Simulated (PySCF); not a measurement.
**Computed properties of CH7NSi, SMILES CN[SiH3]**

Si(H)3(NHMe) (CH7NSi), SMILES CN[SiH3]. Geometry optimised at B3LYP-D3(BJ)/def2-SVP. The values are those of a single conformer. All values are computed for the isolated molecule unless a solvent is named; none is compared with measurement here.

**Structure.** All 24 harmonic modes at B3LYP-D3(BJ)/def2-SVP (PySCF) are real, so it is a minimum. With heavy atoms numbered as in [SiH3:1][NH:2][CH3:3], the shortest bond between them is N2–C3 at 1.451 Å and the longest Si1–N2 at 1.734 Å.

**Vibrations.** The strongest infrared lines (harmonic, unscaled, degenerate partners summed) lie at 1004 cm⁻¹ (202 km/mol, H 93 %), 2156 cm⁻¹ (193 km/mol, H 96 %), 977 cm⁻¹ (140 km/mol, H 94 %). The softest mode is at 132 cm⁻¹ and the zero-point energy is 49.4 kcal/mol.

**Electronic structure.** r2SCAN/def2-TZVPD (PySCF) places the frontier levels at -5.69 and -0.08 eV, a gap of 5.61 eV, and gives a dipole moment of 1.22 D and a mean polarisability of 52.3 bohr³.

**Excitations.** TDA-PBE0/def2-SVPD (PySCF) has S1 at 5.71 eV (217 nm, f = 0.003, weak); the most intense of the 10 singlets computed lies at 8.47 eV (f = 0.10). T1 (TDA) is at 5.41 eV, 0.30 eV under S1. No vertical singlet excitation falls in the visible range (under 3.1 eV).

**NMR.** GIAO shifts at B3LYP/pcSseg-1 (PySCF) (non-relativistic, atoms alike by connectivity averaged): ¹³C at 36.1 ppm against TMS; ¹H from -0.3 to 4.8 ppm against TMS; ²⁹Si at -55.6 ppm against TMS.
